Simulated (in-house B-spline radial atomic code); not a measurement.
Checks on a self-consistent run for Rb³¹⁺, [He] 2s2 2p2. Level of theory: non-relativistic Hartree-Fock, average of configuration, point nucleus; calculated with a radial B-spline atomic code at the basis-set limit.

| orbital | q | ε (Eh) | <1/r> | <r²> |
| --- | --- | --- | --- | --- |
| 1s | 2 | -631.39261 | 36.613 | 0.00225514 |
| 2s | 2 | -141.10480 | 8.63773 | 0.0345633 |
| 2p | 2 | -137.85603 | 8.61266 | 0.0256727 |

Electron-electron repulsion V_ee = 114.8260 hartree, kinetic energy T = 1935.5329 hartree.

(1) What total energy follows from the eigenvalues?

(2) What is the virial ratio?

(3) What diamagnetic shielding (Lamb formula) and susceptibility (Langevin formula) do the radii give?

Answers

(1) The eigenvalues count the repulsion twice, so E = Σqε - V_ee = -1820.707 - 114.826 = -1935.533 hartree; the run printed -1935.533.

(2) -V/T = (T - E)/T = 2.000000; at the Hartree-Fock limit it is 2.

(3) σ = (α²/3)Σq<1/r> = 107.727/(3·137.036²) = 1912.2 ppm, and χ = -0.79199×10⁻⁶·Σq<r²> = -0.09898×10⁻⁶ cm³/mol with Σq<r²> = 0.12498 bohr². Both are non-relativistic formulas without the paramagnetism of open shells.
